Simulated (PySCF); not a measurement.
# Ionisation energy of Cu by level of theory

Cu [Ar] 3d10 4s1 (2S) → Cu+ [Ar] 3d10 (1S), as a difference of total energies. Computed with PySCF 2.14 in aug-cc-pwCVTZ-PP with ECP10MDF, with scalar relativity through the core potential. Correlated levels: valence: 3s2 3p6 frozen; valence and next inner shell: nothing frozen outside the core potential. The calculations carry no spin-orbit coupling.

Problem. Order these methods by the ionisation energy they give, lowest first.
A. SCS-MP2 (valence and next inner shell)
B. MP2 (valence)
C. UHF
D. MP2 (valence and next inner shell)

Solution. C (6.585 eV), A (7.540 eV), B (7.648 eV), D (7.742 eV).

Errors of the correlated levels include the incompleteness of this basis and the frozen core.

For comparison: 7.726 eV (measured; NIST Atomic Spectra Database, ionization energies).
